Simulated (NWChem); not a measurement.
Species: CH3ClO3Si; SMILES O=CO[Si@@H](O)Cl

```xyz
9

O      0.2734     2.0168    -0.9615
C      0.7951     1.8603     0.1103
O      0.5569     0.8463     0.9345
Si    -0.5180    -0.4279     0.5513
O     -1.7330     0.1330    -0.3839
Cl     0.6241    -1.8555    -0.3785
H      1.5427     2.5586     0.5384
H     -1.0277    -0.9468     1.8286
H     -1.4225     0.7926    -1.0260
```
Atoms are numbered in this order, from 1.

All runs: NWChem. All runs use the structure optimised with PBE0/def2-SVP.

For level HCTH/407/def2-SVP:

| Quantity | Value |
|---|---|
| highest occupied level (eV) | -7.28 |

Problem. Estimate the same quantities for level B97-D/def2-SVP.

Solution. The highest occupied level (eV) is -7.13.
